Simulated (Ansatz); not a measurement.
System: sum formula AlOF₂H (charge 0, singlet). 
Geometry from a B3LYP-D3(BJ)/def2-TZVP (Ansatz, a first-principles code) optimisation:
SMILES: [F][Al]([OH])[F]
```xyz
5

O      1.6043    -0.4426     0.0146
Al    -0.0158    -0.0052    -0.0007
F     -1.1540    -1.1796    -0.0993
F     -0.5081     1.5604     0.0797
H      2.3301     0.1804     0.0700
```
Charge 0, spin multiplicity 1.

Quantity: vertical triplet-singlet gap (E(triplet) - E(singlet); each state is the SCF solution reached for its spin), in kJ/mol. Cores are frozen in the correlated levels unless marked. UHF or UKS for open shells. No spin-orbit coupling. No relativistic terms. CBS marks a two-point X^-3 extrapolation of the correlation energy; Hartree-Fock from the larger set. [CCSD(T)-MP2]/basis is that difference in the basis named.

| level | program | vertical triplet-singlet gap (kJ/mol) |
|---|---|---|
| CAM-B3LYP/def2-TZVPD | Ansatz | 683.2 |
| B2PLYP/def2-TZVPD | Ansatz | 689.0 |
| MP2/aug-cc-pV(D+d)Z | Ansatz | 721.6 |
| MP2/CBS(aug-cc-pV(T+d)Z,aug-cc-pV(Q+d)Z) | Ansatz | 739.5 |
| RI-MP2/aug-cc-pV(T+d)Z | Ansatz | 730.1 |
| SCS-MP2/aug-cc-pV(Q+d)Z | Ansatz | 736.8 |
| CCSD/aug-cc-pV(D+d)Z | Ansatz | 691.9 |
| CCSD/aug-cc-pV(T+d)Z | Ansatz | 696.8 |
| RI-MP2/CBS(aug-cc-pV(T+d)Z,aug-cc-pV(Q+d)Z)+[CCSD(T)-MP2]/aug-cc-pV(D+d)Z | Ansatz | 710.9 |
| CCSD(T)/CBS(aug-cc-pV(T+d)Z,aug-cc-pV(Q+d)Z) | Ansatz | 709.2 |
